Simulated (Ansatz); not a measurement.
Molecular dynamics of C$_{4}$H$_{8}$SSi

Input:

```yaml
crystal:
  periodic: [false, false, false]
  atoms:
    - { symbol: C, position_ang: [-0.150727, -2.677459, 0.197026] }
    - { symbol: C, position_ang: [0.406463, -1.478919, 0.067264] }
    - { symbol: S, position_ang: [2.063331, -0.844811, -0.117131] }
    - { symbol: Si, position_ang: [0.312626, 0.328006, -0.047412] }
    - { symbol: C, position_ang: [-0.287162, 1.132022, -1.621263] }
    - { symbol: C, position_ang: [-0.021413, 1.343011, 1.482782] }
    - { symbol: H, position_ang: [0.430132, -3.605259, 0.210463] }
    - { symbol: H, position_ang: [-1.233695, -2.796384, 0.298174] }
    - { symbol: H, position_ang: [-0.071473, 0.502679, -2.48948] }
    - { symbol: H, position_ang: [0.192454, 2.103457, -1.778099] }
    - { symbol: H, position_ang: [-1.369078, 1.296241, -1.583165] }
    - { symbol: H, position_ang: [-1.095556, 1.519661, 1.602236] }
    - { symbol: H, position_ang: [0.338271, 0.830145, 2.379583] }
    - { symbol: H, position_ang: [0.472927, 2.31831, 1.427823] }
magnetization:
  spin_polarized: true
basis:
  gaussian: { orbitals: STO-3G }
hamiltonian:
  xc: pbe0
  dispersion: d4
md:
  timestep: 0.5
  n_steps: 164
  ensemble: nvt_nose_hoover
  temperature: 1500.0
  initial_velocities: maxwell_boltzmann
  seed: 207756
  nose_hoover: { tau: 20.0, chain_length: 5 }
  temperature_schedule:
    - { n_steps: 41, end_temperature: 1500.0 }
    - { n_steps: 122, end_temperature: 10.0 }
```

Run as:

```bash
$ ansatz run input.yaml --threads 1 --pin off --max-ram 2048MiB --backend cpu --events-out ev --progress --plain --runs-dir out
```

It starts from a relaxed structure.

Output, in part (step lines, the closing report, with atoms numbered from 0):

```
md step     0: t =     0.00 fs  T =  1500.0 K (target 1500.0 K)  F+E_penalty+E_count = -22717.84122302 eV  E_kin = 2.326680 eV  conserved = -22715.51454304 eV  (26 SCF iters)
[... lines left out ...]
Total energy: -22716.95580671 eV, -834.8327277909 hartree
Atom 0 at    -0.185830    -2.597748     0.550352 Å, force    -1.627681     3.523439    -2.550716 eV/Å
Atom 1 at     0.365260    -1.461618     0.014594 Å, force    -0.883500    -2.309490     0.897950 eV/Å
Atom 2 at     2.021222    -0.897635    -0.189418 Å, force     1.419344    -0.126363     0.435279 eV/Å
Atom 3 at     0.356072     0.344460    -0.144721 Å, force    -0.454610     1.025520     1.118784 eV/Å
Atom 4 at    -0.007681     1.423760    -1.635661 Å, force    -2.083819    -0.724790     1.367545 eV/Å
Atom 5 at    -0.201633     1.066423     1.528624 Å, force    -1.375376    -1.224496    -1.208380 eV/Å
Atom 6 at     0.366136    -3.425495     0.923180 Å, force     0.661824    -1.234235     0.190306 eV/Å
Atom 7 at    -1.301621    -2.671760     0.392618 Å, force     1.236665    -0.310758     0.958331 eV/Å
Atom 8 at     0.128473     0.694716    -2.428445 Å, force     0.181123     0.681372    -1.108174 eV/Å
Atom 9 at     0.568097     2.360394    -1.696409 Å, force     0.018132    -0.577030    -0.243466 eV/Å
Atom 10 at    -1.113404     1.659192    -1.549549 Å, force     1.432752    -0.026819    -0.503273 eV/Å
Atom 11 at     0.555601     1.647513     2.053945 Å, force    -0.258838     0.378391     0.104403 eV/Å
Atom 12 at    -1.159224     1.599723     1.290143 Å, force     1.172160     0.229111     0.644436 eV/Å
Atom 13 at    -0.524779     0.189739     2.135222 Å, force     0.561823     0.696148    -0.103026 eV/Å
Dipole moment:    -0.147366     0.415552    -0.108627 e Å
```

The steps, from the saved trajectory:

```
time (fs)  T (K)  potential energy less start (eV)  conserved less start (meV/atom)
      0.0   1500                             0.000                             0.00
      2.5   1001                             0.787                             0.77
      5.0    790                             1.124                             0.48
      7.5    616                             1.427                             0.84
     10.0    868                             1.082                             0.23
     12.5    693                             1.430                             0.72
     15.0    909                             1.192                             0.58
     17.5   1198                             0.889                             0.74
     20.0   1402                             0.759                             0.50
     22.5   1248                             1.156                             0.59
     25.0   1094                             1.524                             0.74
     27.5   1040                             1.699                             0.81
     30.0   1022                             1.810                             0.89
     32.5   1127                             1.705                             0.58
     35.0   1156                             1.719                             0.83
     37.5   1389                             1.401                             0.68
     40.0   1390                             1.432                             1.05
     42.5   1519                             1.221                             0.50
     45.0   1221                             1.654                             0.85
     47.5   1168                             1.682                             0.58
     50.0    949                             1.966                             1.09
     52.5   1071                             1.697                             0.64
     55.0   1053                             1.630                             0.76
     57.5   1086                             1.443                             0.49
     60.0    918                             1.569                             0.84
     62.5    980                             1.303                             0.55
     65.0    843                             1.361                             0.68
     67.5    844                             1.200                             0.43
     70.0    792                             1.141                             0.48
     72.5    699                             1.130                             0.44
     75.0    500                             1.321                             0.55
     77.5    548                             1.120                             0.36
     80.0    570                             0.904                             0.25
```

All steps were run. The conserved energy stayed within 1.1 meV per atom of its start (net change 0.3 meV per atom), so the integration is sound. The schedule's set-point averaged 499 K over the second half and the system 916 K, so it lags behind the ramp. A run of 0.082 ps of so small a system gives no equilibrium averages. Limits of this set-up: minimal basis.

The same pairs are bonded in the first frame and the last. Pairs count as bonded within 1.25 times the sum of covalent radii (0.12 Å more for H–H).

Last frame:

```xyz
14
Properties=species:S:1:pos:R:3
C -0.186 -2.598 0.550
C 0.365 -1.462 0.015
S 2.021 -0.898 -0.189
Si 0.356 0.344 -0.145
C -0.008 1.424 -1.636
C -0.202 1.066 1.529
H 0.366 -3.425 0.923
H -1.302 -2.672 0.393
H 0.129 0.695 -2.428
H 0.568 2.360 -1.696
H -1.113 1.659 -1.550
H 0.556 1.647 2.054
H -1.159 1.600 1.290
H -0.525 0.190 2.135
```

The run took 18 min on 1 thread of Intel(R) Xeon(R) Platinum 8259CL CPU @ 2.50GHz (Skylake/Cascade Lake), with other jobs on the host, peak memory 0.2 GiB.
